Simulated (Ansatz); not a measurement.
Cartesian coordinates (Å):
SMILES: [In]([Cl])[Cl]
```xyz
3

Cl    -2.0745    -0.3718     0.0000
In    -0.0136     0.8329     0.0000
Cl     2.0637    -0.3433     0.0000
```
Charge 0, spin multiplicity 2.

Computed with frozen-core CCSD(T)/def2-TZVPP // B3LYP-D3(BJ)/def2-TZVP run with Ansatz (an electronic-structure program).

```yaml
HF energy: -1108.34102 Ha
MP2 correlation energy: -0.62701 Ha
```

### Question
Estimate the CCSD correlation energy, the (T) correction, the total energy and the T1 diagnostic.

### Answer

```json
{
  "CCSD correlation energy": "-0.65366 Ha",
  "(T) correction": "-0.02535 Ha",
  "CCSD(T) total energy": "-1109.02004 Ha",
  "T1 diagnostic": "0.018"
}
```
